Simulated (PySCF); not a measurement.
SMILES C#C[SiH2]C#N, PBE/def2-SVP optimised geometry.

```
8

C      2.30    -2.46    -2.29
C      1.89    -1.76    -1.37
Si     1.30    -0.71     0.00
C     -0.57    -0.71     0.00
N     -1.74    -0.70     0.01
H      2.66    -3.09    -3.10
H      1.74     0.71    -0.18
H      1.74    -1.25     1.32
```

Density from PBE/def2-TZVP run with PySCF at that geometry.

Minimum of the electron density along straight lines between bonded atoms, close to the bond critical point (lines longer than 1.1 times the sum of covalent radii, or with two minima, are not listed):

```json
[
 {"bond": "C1–C2", "length / Å": "1.228", "ρ at the minimum / e bohr⁻³": "0.401", "∇²ρ there / e bohr⁻⁵": "-1.14", "position (fraction from the first atom)": "0.52"},
 {"bond": "C2–Si3", "length / Å": "1.829", "ρ at the minimum / e bohr⁻³": "0.120", "∇²ρ there / e bohr⁻⁵": "0.28", "position (fraction from the first atom)": "0.60"},
 {"bond": "Si3–C4", "length / Å": "1.866", "ρ at the minimum / e bohr⁻³": "0.110", "∇²ρ there / e bohr⁻⁵": "…", "position (fraction from the first atom)": "0.39"},
 {"bond": "C4–N5", "length / Å": "1.173", "ρ at the minimum / e bohr⁻³": "0.475", "∇²ρ there / e bohr⁻⁵": "…", "position (fraction from the first atom)": "0.35"},
 {"bond": "C1–H6", "length / Å": "1.083", "ρ at the minimum / e bohr⁻³": "0.278", "∇²ρ there / e bohr⁻⁵": "…", "position (fraction from the first atom)": "0.67"},
 {"bond": "Si3–H7", "length / Å": "1.498", "ρ at the minimum / e bohr⁻³": "0.121", "∇²ρ there / e bohr⁻⁵": "0.11", "position (fraction from the first atom)": "0.49"},
 {"bond": "Si3–H8", "length / Å": "1.498", "ρ at the minimum / e bohr⁻³": "0.121", "∇²ρ there / e bohr⁻⁵": "0.11", "position (fraction from the first atom)": "0.49"}
]
```

Task: Fill in the missing entries.

Result: 
- Si3–C4, ∇²ρ there / e bohr⁻⁵: 0.25
- C4–N5, ∇²ρ there / e bohr⁻⁵: -0.34
- C1–H6, ∇²ρ there / e bohr⁻⁵: -1.00
